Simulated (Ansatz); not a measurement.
`C[S][Zn][Br]` + H₂ → `C[S][ZnH]` + HBr at 600 K and 1 bar (hydrogenolysis of a Zn–Br bond).

Computed with Ansatz on PBE0-D4/def2-TZVP structures; ΔE is electronic, products minus reactants. CCSD(T)/CBS is the MP2 limit (def2-TZVPP, def2-QZVPP) plus CCSD(T) − MP2 in def2-TZVPP, frozen cores. This one scheme is used for every species. For Br, Zn outer-core shells are correlated without core-valence functions, which leaves a few kJ/mol of doubt a bond. Scalar relativity is left out up to krypton. Each species was taken in one conformer, which may not be the lowest.

```csv
species,CCSD(T)/CBS energy (Eh),H − E (kJ/mol),S (J/(mol·K))
`C[S][Zn][Br]`,-4789.42259,154.6,429.5
H₂,-1.17544,43.9,150.8
`C[S][ZnH]`,-2216.62619,161.9,375.7
HBr,-2573.91920,33.5,219.1
```

H − E and S are ideal-gas, rigid-rotor, harmonic terms from PBE0-D4/def2-TZVP, for one conformer and one mirror image of each species. The MP2-based limit puts H₂ 0.8 mEh under its directly extrapolated value; such offsets cancel only in part. 1 Eh = 2625.50 kJ/mol, R = 8.31446 J/(mol·K).

Question: By hand: ΔE, ΔH, ΔS and ΔG.

Answer: ΔE = (-2216.62619) + (-2573.91920) − (-4789.42259) − (-1.17544) = 0.05264 Eh = 138.2 kJ/mol. Δ(H − E) = 161.9 + 33.5 − 154.6 − 43.9 = -3.1, so ΔH = 135.1 kJ/mol. ΔS = 375.7 + 219.1 − 429.5 − 150.8 = 14.5 J/(mol·K). ΔG = 135.1 − 600 × (14.5)/1000 = 126.4 kJ/mol.

Question: By hand: the equilibrium constant, and the temperature at which ΔG would vanish if ΔH and ΔS stayed fixed.

Answer: log₁₀ K = −ΔG/(RT ln 10) = -11.0. ΔG = 0 at ΔH/ΔS = 9317 K, far beyond where these terms or the molecules hold.

The number of gas molecules stays the same, so ΔS is small and ΔH decides. A doubt of 5 kJ/mol in ΔE shifts log₁₀ K by 0.4 here. Other conformers and mirror images would add mixing entropy, several J/(mol·K) or more a flexible species. These are equilibria of isolated gas molecules and say nothing of rates. Largest T1 diagnostic: 0.014 (customary marks: 0.02 for closed shells, 0.045 for open ones).
